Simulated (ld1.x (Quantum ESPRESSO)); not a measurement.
**carbon: excitation energies, all-electron against TM**

C, norm-conserving Troullier–Martins (Kleinman–Bylander form), made with ld1.x (Quantum ESPRESSO) 7.5 (LDA (PZ), scalar-relativistic). Core [He], reference 2s2 2p2. Waves: 2p (bound): rc 2.35 bohr; 2s (bound): rc 1.10 bohr. Local part: the s channel. Core correction: none.

Energies are relative to the spin-unpolarised reference configuration 2s2 2p2; without spin polarisation the order of configurations can differ from experiment. Spin-polarised rows fill each open shell by Hund’s rule, majority spin first.

```json
{"valence configuration": "2s2 2p1", "charge": "+1", "ΔE all-electron (eV)": "10.988", "error AE − PS (meV)": "+55"}
{"valence configuration": "2s2 2p0", "charge": "+2", "ΔE all-electron (eV)": "35.247", "error AE − PS (meV)": "+516"}
{"valence configuration": "2s1 2p0", "charge": "+3", "ΔE all-electron (eV)": "83.217", "error AE − PS (meV)": "+1100"}
{"valence configuration": "2s1 2p2", "charge": "+1", "ΔE all-electron (eV)": "19.482", "error AE − PS (meV)": "-50"}
{"valence configuration": "2s2 2p1.5", "charge": "+0.5", "ΔE all-electron (eV)": "4.029", "error AE − PS (meV)": "+7.7"}
{"valence configuration": "2s2 2p2 (spin-polarised)", "charge": "0", "ΔE all-electron (eV)": "-1.128", "error AE − PS (meV)": "+72"}
{"valence configuration": "2s2 2p1 (spin-polarised)", "charge": "+1", "ΔE all-electron (eV)": "10.591", "error AE − PS (meV)": "+78"}
```

Problem. What are ΔE and the potential's error for 2s0 2p4?

Solution. ΔE = 16.517 eV all-electron; the error (AE − PS) is -0.3 meV.

Problem. What are ΔE and the potential's error for 2s1 2p3?

Solution. ΔE = 8.242 eV all-electron; the error (AE − PS) is -1.0 meV.

Levels in the configuration 2s2 2p1 (spin-polarised):

```json
{"level": "2s up", "all-electron (eV)": "-26.264", "pseudo (eV)": "-26.277"}
{"level": "2p up", "all-electron (eV)": "-17.782", "pseudo (eV)": "-17.655"}
{"level": "2s down", "all-electron (eV)": "-24.670", "pseudo (eV)": "-24.525"}
```
